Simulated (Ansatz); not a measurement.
Program: Ansatz. Geometries: PBE0-D4/def2-TZVP. ΔE: electronic, gas phase. CCSD(T)/CBS adds triple-zeta CCSD(T) − MP2 to the extrapolated MP2 energy (def2 sets, frozen cores). One conformer a species, not always the lowest.

Reaction (substitution at a C–C bond): `O=CCOCF` + `OC[SiH2]Cl` → `O=COC[SiH2]Cl` + `COCF`

`O=CCOCF`:

```xyz
11

O    -0.395   -1.813   -0.947
C    -0.307   -0.714   -1.416
C     0.332    0.469   -0.739
O     0.937    0.186    0.489
C     0.064    0.015    1.536
F    -0.482    1.230    1.909
H    -0.711   -0.480   -2.426
H     1.109    0.853   -1.409
H    -0.422    1.266   -0.657
H    -0.770   -0.645    1.284
H     0.645   -0.366    2.376
```

`OC[SiH2]Cl`:

```xyz
9

O    -0.782   -0.125   -1.558
C     0.410    0.070   -0.819
Si    0.076    0.278    1.021
Cl   -1.046   -1.363    1.587
H    -1.257   -0.869   -1.173
H     0.875    0.984   -1.202
H     1.133   -0.742   -0.983
H     1.327    0.282    1.819
H    -0.735    1.484    1.309
```

`O=COC[SiH2]Cl`:

Z-matrix (Å, degrees):
```
C
Si 1 1.887
O 1 1.436 2 112.9
H 1 1.094 2 109.4 3 122.8
H 1 1.091 2 110.1 3 -117.7
Cl 2 2.055 1 108.9 3 70.5
H 2 1.482 1 108.3 3 -171.8
H 2 1.478 1 111.7 3 -48.4
C 3 1.331 1 115.8 2 84.3
O 9 1.196 3 125.8 1 -0.3
H 9 1.099 3 109.1 1 179.5
```

`COCF`:

```xyz
9

C     1.076   -0.448   -0.142
O     0.044    0.292   -0.764
C    -1.074    0.435    0.002
F    -0.846    1.278    1.075
H     0.709   -1.430    0.181
H     1.861   -0.584   -0.884
H     1.481    0.086    0.722
H    -1.407   -0.521    0.430
H    -1.845    0.892   -0.621
```

```json
{"species": "`O=CCOCF`", "CCSD(T)/CBS(def2) energy (Eh)": "-367.26501"}
{"species": "`OC[SiH2]Cl`", "CCSD(T)/CBS(def2) energy (Eh)": "-865.12709"}
{"species": "`O=COC[SiH2]Cl`", "CCSD(T)/CBS(def2) energy (Eh)": "-978.35612"}
{"species": "`COCF`", "CCSD(T)/CBS(def2) energy (Eh)": "-254.05716"}
```

Work out ΔE.

ΔE = (-978.35612) + (-254.05716) − (-367.26501) − (-865.12709) = -0.02118 Eh = -55.6 kJ/mol.

Largest T1 diagnostic among the species: 0.014.
